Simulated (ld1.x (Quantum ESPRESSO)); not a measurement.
What one change does to a pseudopotential (Co (Z = 27), TM)

ld1.x (Quantum ESPRESSO) 7.5 input, shortened:

```
&input
   title='Co', zed=27., rel=0, dft='PBESOL', iswitch=3,
   config='[Ar] 3d7 4s2 4p0'
 /
 &inputp
   pseudotype=2, tm=.true., lloc=0,
   nlcc=.true., rcore=0.55
 /
3
3P  2  1   6.00   0.00  1.25  1.25  0.0
3D  3  2   7.00   0.00  1.05  1.05  0.0
4S  1  0   2.00   0.00  1.95  1.95  0.0
 &test
   configts(1)='3p6 3d7 4s2 4p0'
 /
```

Change: wave 3d (bound): rc 1.05 bohr becomes 3d (bound): rc 1.16 bohr.

Cutoffs: the cutoffs (Ry, on a coarse ladder) from which the occupation-weighted sum of valence levels, in a spherical-Bessel basis at the reference potential, stays within 10 and 1 mRy of its value at 400 Ry; they do not see the model core or the augmentation charge, which bear on the density cutoff. Errors are all-electron minus pseudo energies relative to the spin-unpolarised reference configuration.

Task: Predict the effect on cutoff, ghosts and configuration errors.

Result: The potential gets softer (180 Ry and 300 Ry → 160 Ry and 260 Ry); the errors of the 7 common tests hardly move; neither file shows a bound ghost at the reference potential, the only one tested. A larger radius leaves more room for a smooth pseudo-wave, so fewer plane waves are needed.

```csv
quantity,base,changed
"cutoff, loose",180 Ry,160 Ry
"cutoff, tight",300 Ry,260 Ry
loose cutoff by channel (10 mRy a level),"p 70 Ry, d 160 Ry, s 8 Ry","p 70 Ry, d 140 Ry, s 8 Ry"
bound ghosts,none,none
"error for 3p6 3d7 4s1 4p0, meV [ΔE 8.89 eV]",-6.3,-6.1
"error for 3p6 3d7 4s0 4p0, meV [ΔE 25.34 eV]",-46,-45
"error for 3p6 3d6 4s0 4p0, meV [ΔE 61.41 eV]",-265,-260
"error for 3p6 3d7 4s1 4p1, meV [ΔE 4.23 eV]",-652,-652
"error for 3p6 3d7 4s1.5 4p0, meV [ΔE 3.55 eV]",-1.1,-1.1
"error for 3p6 3d6 4s2 4p1, meV [ΔE 10.03 eV]",-1275,-1264
"error for 3p6 3d5 4s0 4p0, meV [ΔE 117.05 eV]",-1295,-1240
s: phases at 2.14 bohr within 0.05 rad from the reference energy up to (Ry; the scan ends near 5),3.5,3.5
p: phases at 2.14 bohr within 0.05 rad from the reference energy up to (Ry; the scan ends near 5),-1.5,-1.5
d: phases at 2.14 bohr within 0.05 rad from the reference energy up to (Ry; the scan ends near 5),0.5,0.5
```

Base: These tests converged, but a pseudo level misses the all-electron one widely, so the file describes the atom poorly there or has found another state: 3p6 3d6 4s0 4p0: empty 4p by 3.0 eV; 3p6 3d5 4s0 4p0: empty 4p by 4.7 eV (a node warning on the way). Changed file: These tests converged, but a pseudo level misses the all-electron one widely, so the file describes the atom poorly there or has found another state: 3p6 3d6 4s0 4p0: empty 4p by 3.0 eV; 3p6 3d5 4s0 4p0: empty 4p by 4.7 eV (a node warning on the way).
